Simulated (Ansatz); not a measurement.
Consider the ligand exchange at the Si–C bond: `[SiH3][CH2][InH2]` + `[OH][GeH]([OH])[OH]` → `[OH][GeH]([OH])[O][SiH3]` + `[CH3][InH2]`.

Computed with Ansatz on PBE0-D4/def2-TZVP structures; ΔE is electronic, products minus reactants. CBS: MP2 limit from def2 TZ/QZ plus the TZ coupled-cluster correction, frozen cores. Functionals use def2-TZVPP. B3LYP here is the variant with VWN-RPA as its local correlation; programs differ in this. Elements past krypton have def2 core potentials. For Ge, In outer-core shells are correlated without core-valence functions, which leaves a few kJ/mol of doubt a bond. Scalar relativity is left out up to krypton. One conformer a species, not always the lowest.

(1) Is it downhill or uphill in electronic energy at CCSD(T)/CBS, and by how much? (Estimate.)

(2) What do these levels give: B3LYP-D4, ωB97X-V, r2SCAN, B3LYP, MP2/def2-TZVPP, SCS-MP2/def2-TZVPP, CCSD(T)/def2-TZVPP, HF/def2-QZVPP, MP2/def2-QZVPP, SCS-MP2/def2-QZVPP, MP2/CBS(def2), CCSD/CBS(def2)? (An estimate is asked.)

Largest T1 diagnostic among the species: 0.013.

Answers

(1) Ansatz gave: Downhill: ΔE = -21.0 kcal/mol.

(2) The calculation gave: B3LYP-D4 -22.6, ωB97X-V -21.8, r2SCAN -21.2, B3LYP -22.8, MP2/def2-TZVPP -21.6, SCS-MP2/def2-TZVPP -22.8, CCSD(T)/def2-TZVPP -21.7, HF/def2-QZVPP -27.3, MP2/def2-QZVPP -21.4, SCS-MP2/def2-QZVPP -22.6, MP2/CBS(def2) -20.9, CCSD/CBS(def2) -21.7 kcal/mol.

From PBE to PBE0 (25 % exact exchange), in def2-TZVPP and without D4, ΔE moves by −1.1 kcal/mol. In def2-TZVPP, CCSD(T) changes the Hartree–Fock value by +5.2 kcal/mol (the triples alone add +0.7 kcal/mol) and MP2 by +5.3 kcal/mol.
